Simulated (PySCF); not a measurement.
# Computed properties of 1-bromo-1,2,2-trichloroethene (C2BrCl3), SMILES ClC(Cl)=C(Cl)Br

1-bromo-1,2,2-trichloroethene (C2BrCl3), SMILES ClC(Cl)=C(Cl)Br. Geometry: B3LYP-D3(BJ)/def2-SVP. The values are those of a single conformer. All values are computed for the isolated molecule unless a solvent is named; none is compared with measurement here.

**Structure.** The optimised structure has Cs symmetry. All 12 harmonic modes at B3LYP-D3(BJ)/def2-SVP (PySCF) are real, so it is a minimum. With heavy atoms numbered as in [Cl:1][C:2]([Cl:3])=[C:4]([Cl:5])[Br:6], the shortest bond between them is C2–C4 at 1.351 Å and the longest C4–Br6 at 1.888 Å.

**Vibrations.** The strongest infrared lines (harmonic, unscaled, degenerate partners summed) lie at 873 cm⁻¹ (173 km/mol, C 81 %, Cl 18 %), 743 cm⁻¹ (72 km/mol, C 76 %, Cl 21 %), 965 cm⁻¹ (7 km/mol, C 93 %). The softest mode is at 87 cm⁻¹ and the zero-point energy is 9.2 kcal/mol.

**Electronic structure.** HF/def2-TZVP (PySCF) places the frontier levels at -9.86 and 2.62 eV, a gap of 12.48 eV, and gives a dipole moment of 0.14 D and a mean polarisability of 77.7 bohr³. PBE/def2-TZVP (PySCF) at the same geometry gives -6.15 and -2.03 eV, so its gap is 8.36 eV narrower. An orbital gap is neither the optical nor the fundamental gap.

**Excitations.** TDDFT-CAM-B3LYP/def2-SVPD (PySCF) has S1 at 4.95 eV (251 nm, f = 0.000, dark); the most intense of the 10 singlets computed lies at 5.86 eV (f = 0.39). T1 (TDA) is at 3.50 eV. TDDFT-PBE/def2-SVPD (PySCF) puts S1 at 4.24 eV. No vertical singlet excitation falls in the visible range (under 3.1 eV).

**NMR.** GIAO shifts at HF/pcSseg-1 (PySCF) (non-relativistic, atoms alike by connectivity averaged): ¹³C from 145.7 to 149.3 ppm against TMS. Without spin–orbit terms, shifts of atoms bonded to Cl or Br come out too high.
